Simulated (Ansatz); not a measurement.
(H3Sn)2Se (Sn2H6Se). The state is a singlet with charge 0. Geometry PBE0-D4/def2-SVP.

```xyz
9

Sn   -0.778    1.237   -1.198
H    -2.237    1.193   -0.298
H    -0.642    2.699   -2.074
H    -0.700   -0.122   -2.242
Se    1.215    1.198    0.384
Sn    0.837   -1.177    1.219
H     0.957   -2.273   -0.096
H    -0.718   -1.297    1.932
H     2.066   -1.459    2.373
```

In the def2 sets Sn takes a core potential, while STO-3G treats all electrons; there is no spin–orbit coupling. B3LYP takes the VWN-RPA correlation.

Q: Estimate the orbital energies around the gap (eV) in Ansatz with HF/STO-3G, r2SCAN-D4/def2-TZVP, B3LYP-D4/def2-TZVP, PBE0-D4/def2-TZVP, PBE0-D4/def2-TZVPD.

A: 
```
orbital  HF/STO-3G  r2SCAN-D4/def2-TZVP  B3LYP-D4/def2-TZVP  PBE0-D4/def2-TZVP  PBE0-D4/def2-TZVPD
 HOMO−5     -11.01                -8.76               -9.48              -9.70               -9.71
 HOMO−4     -10.69                -8.65               -9.32              -9.53               -9.54
 HOMO−3     -10.59                -8.37               -9.07              -9.27               -9.28
 HOMO−2      -8.55                -7.76               -8.32              -8.53               -8.55
 HOMO−1      -7.56                -7.39               -7.94              -8.16               -8.18
   HOMO      -6.40                -5.97               -6.58              -6.82               -6.83
   LUMO       8.39                -1.52               -1.28              -1.02               -1.10
 LUMO+1       8.92                -1.24               -0.96              -0.68               -0.80
 LUMO+2      11.51                -0.50               -0.24               0.01               -0.40
 LUMO+3      11.90                -0.17                0.11               0.33               -0.04
 LUMO+4      11.97                 0.23                0.41               0.68                0.46
 LUMO+5      12.31                 0.29                0.47               0.68                0.47
```
